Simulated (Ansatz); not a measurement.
A nudged elastic band was laid between two geometries of a periodic cell of 17 atoms, MgAl$_{16}$ (surface Al(110), adsorbate Mg).

Computed with Ansatz, DFT PBE, scalar-relativistic, plane waves, PAW. Settings: cutoff 420 eV, k mesh 2x3x1, gaussian smearing 0.05 eV, no spin polarisation.

```
movable images  : 3
climbing image  : yes
spring          : 5.0 eV/Å²
optimiser       : quadratic models (default)
start path      : default
force threshold : 0.2 eV/Å
iteration limit : 37
end points      : relaxed
atoms held      : 1 to 4
```

First end point:

```xyz
17
Lattice="8.1000 0.0000 0.0000 0.0000 5.7276 0.0000 0.0000 0.0000 16.2957" Properties=species:S:1:pos:R:3
Al 2.025 1.432 1.000
Al 6.075 1.432 1.000
Al 2.025 4.296 1.000
Al 6.075 4.296 1.000
Al 0.009 -0.002 2.248
Al 4.045 0.000 2.249
Al 0.007 2.870 2.249
Al 4.047 2.867 2.249
Al 2.034 1.436 3.593
Al 6.082 1.435 3.729
Al 2.033 4.297 3.698
Al 6.083 4.302 3.721
Al 0.020 -0.012 4.967
Al 4.050 -0.012 4.968
Al 0.013 2.888 4.967
Al 4.058 2.888 4.967
Mg 2.037 1.453 6.414
```

Last end point:

```xyz
17
Lattice="8.1000 0.0000 0.0000 0.0000 5.7276 0.0000 0.0000 0.0000 16.2957" Properties=species:S:1:pos:R:3
Al 2.025 1.432 1.000
Al 6.075 1.432 1.000
Al 2.025 4.296 1.000
Al 6.075 4.296 1.000
Al 0.007 0.006 2.249
Al 4.047 0.003 2.249
Al 0.009 2.861 2.248
Al 4.045 2.864 2.249
Al 2.033 1.434 3.698
Al 6.083 1.438 3.721
Al 2.034 4.300 3.593
Al 6.082 4.299 3.729
Al 0.013 0.024 4.967
Al 4.058 0.024 4.967
Al 0.020 2.852 4.967
Al 4.050 2.852 4.968
Mg 2.037 4.316 6.414
```

Q: Which bonds break or form, and what moves?

A: Contacts lost: Al9–Mg17. Contacts made: Al11–Mg17. The atom that moves furthest is Mg17, by 2.86 Å.

Q: Give the energies along the band, and the barrier.

A: The run converged. The highest image is number 2 of 0 to 4, 0.224 eV above the ends, which have the same energy within 2 meV. The threshold of 0.2 eV/Å is loose, so the images may lie well off the minimum-energy path. The order of the stationary point at the top wasn't checked. Limits of this set-up: coarse k mesh, thin slab, slab without dipole correction.

```json
{"image": "0", "path coordinate (Å)": "0.00", "energy (eV)": "0.000", "Al9–Mg17 (Å)": "2.82", "Al11–Mg17 (Å)": "3.93"}
{"image": "1", "path coordinate (Å)": "0.74", "energy (eV)": "0.102", "Al9–Mg17 (Å)": "2.89", "Al11–Mg17 (Å)": "3.44"}
{"image": "2", "path coordinate (Å)": "1.49", "energy (eV)": "0.224", "Al9–Mg17 (Å)": "3.11", "Al11–Mg17 (Å)": "3.11"}
{"image": "3", "path coordinate (Å)": "2.26", "energy (eV)": "0.096", "Al9–Mg17 (Å)": "3.46", "Al11–Mg17 (Å)": "2.88"}
{"image": "4", "path coordinate (Å)": "3.03", "energy (eV)": "0.000", "Al9–Mg17 (Å)": "3.93", "Al11–Mg17 (Å)": "2.82"}
```

Q: What is the geometry of the highest image?

A: 
```xyz
17
Lattice="8.1000 0.0000 0.0000 0.0000 5.7276 0.0000 0.0000 0.0000 16.2957" Properties=species:S:1:pos:R:3:forces:R:3
Al 2.025 1.432 1.000 0.00 0.21 0.00
Al 6.075 1.432 1.000 0.00 0.02 0.01
Al 2.025 4.296 1.000 0.00 -0.21 0.00
Al 6.075 4.296 1.000 0.00 -0.02 0.01
Al 0.027 0.000 2.243 -0.03 0.00 0.02
Al 4.025 0.000 2.243 0.03 0.00 0.02
Al 0.010 2.864 2.249 -0.02 0.00 0.01
Al 4.041 2.864 2.249 0.02 0.00 0.01
Al 2.029 1.457 3.700 0.00 0.01 -0.02
Al 6.079 1.368 3.694 0.00 0.00 -0.03
Al 2.029 4.274 3.699 0.00 -0.01 -0.01
Al 6.079 4.362 3.694 0.00 0.00 -0.03
Al 0.055 0.001 4.980 -0.01 0.00 0.00
Al 4.005 0.001 4.980 0.01 0.00 0.00
Al -0.159 2.865 4.942 -0.05 0.00 -0.01
Al 4.219 2.865 4.941 0.05 0.00 -0.01
Mg 2.030 2.863 6.474 0.00 0.00 0.03
```

The run took 110 s on 1 thread of Intel(R) Xeon(R) Platinum 8375C CPU @ 2.90GHz (Ice Lake) (shared host), peak memory 0.89 GiB.
